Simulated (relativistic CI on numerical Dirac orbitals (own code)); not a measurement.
# One change at a time: Tm XXXIV

Base calculation: Dirac-Coulomb-Breit CI, separate exchange-only KLI orbitals for each configuration, a model potential for QED, unscaled Slater integrals.

Configurations in the expansion (outside the closed core [Ar] 3d10): 4s2 4p6, 4s2 4p5 4d, 4s 4p6 4d, 4s2 4p5 4f, 4s 4p6 4f, 4s2 4p5 5s, 4p6 4d 4f, 4p6 4d2, 4p5 4d3, 4p5 4d2 4f, 4p5 4d2 5s, 4p6 4f2, 4p5 4d 4f2, 4p5 4f3, 4p5 4f2 5s. Double excitations out of closed p, d and f shells are left out; levels of such configurations are missing from the list, as are those of other unlisted configurations, and high levels can miss mixing partners.

Variants: (1) valence Slater integrals scaled by 0.9; (2) configuration mixing switched off; (3) one mean potential for all configurations. Shifts of the energy above 4s2 4p6 1S_0, in cm⁻¹, for the lowest level and the first level of each name with at least 55 % of one term (blank where a level changes its place among those of its configuration and J or its character, or is not in the variant):

```tsv
Level	Base	Δ(1)	Δ(2)	Δ(3)
4s2 4p6 1S_0	0	0	0	0
4s2 4p5 4d 3P°_0	1056876	+7020	-344	-32
4s2 4p5 4d 3P°_1	1087399	+4946	-342	-33
4s2 4p5 4d 3F°_3	1112089	+1806	+1728	-34
4s2 4p5 4d 3F°_4	1190287	+4201	+2797	-33
4s2 4p5 4d 3D°_3	1250393	-2072	-94	-37
4s2 4p5 4d 3F°_2	1603159	+2891	+2406	-37
4s2 4p5 4d 1P°_1	1783571	-19947	-271	-55
4s 4p6 4d 3D_1	2342765	+12201	+63452	-45
4s 4p6 4d 3D_2	2376616	+9943	+50812	-14
4s 4p6 4d 3D_3	2458108	+10221	+54293	-60
4s 4p6 4d 1D_2	2552600	-3322	+24359	-13
4s2 4p5 4f 3G_4	2572938	+1079	-36	-806
4s2 4p5 4f 3G_5	2579370	+2557	-37	-820
```

At this charge energies of transitions that change n are usually good to better than 1 %, and those within a shell (Δn = 0) to a few per cent.

Ionisation energy from the two ground configurations alone: base 1442.01 eV. The NIST ASD value (theoretical) is 1442 eV.

LS names give the leading component of a level, which can be under half, so a name can repeat, a term be missing and a line seem to break the LS rules.
